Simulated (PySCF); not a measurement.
Zn(F)(I), FIZn, SMILES [F][Zn][I], singlet (B3LYP/def2-SVP optimised geometry):

```
3

Zn    -0.339    -0.005     0.000
F     -2.087     0.005    -0.007
I      2.087    -0.005     0.000
```

Calculation: B3LYP/def2-TZVP, def2 effective core potentials past Kr in PySCF.

Task: What are the frontier orbital energies and the dipole moment?

Result: HOMO-2 -9.66 eV, HOMO-1 -7.92 eV, HOMO -7.92 eV, LUMO -2.35 eV, LUMO+1 -0.76 eV; dipole moment 1.51 D.

On the same geometry PBE/def2-TZVP, def2 effective core potentials past Kr (PySCF) gives HOMO-2 -8.65 eV, HOMO-1 -7.03 eV, HOMO -7.03 eV, LUMO -2.91 eV, LUMO+1 -1.22 eV; dipole moment 1.45 D.
